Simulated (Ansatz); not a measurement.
Program: Ansatz. Geometries: PBE0-D4/def2-TZVP. ΔE: electronic, gas phase. CCSD(T)/CBS adds triple-zeta CCSD(T) − MP2 to the extrapolated MP2 energy (def2 sets, frozen cores). DFT in def2-TZVPP. Each species was taken in one conformer, which may not be the lowest.

`C1C[O][AlH][CH2]1` → `O[C]1([AlH2])CC1`  (isomerisation)

```csv
species,PBE0 energy (Eh)
`C1C[O][AlH][CH2]1`,-435.96001
`O[C]1([AlH2])CC1`,-435.86454
```

Q: Work out ΔE.

A: ΔE = (-435.86454) − (-435.96001) = 0.09547 Eh = +250.7 kJ/mol. CCSD(T)/CBS gives +260.2 kJ/mol.

Largest T1 diagnostic among the species: 0.012.

From PBE to PBE0 (25 % exact exchange), in def2-TZVPP and without D4, ΔE moves by +5.9 kJ/mol.
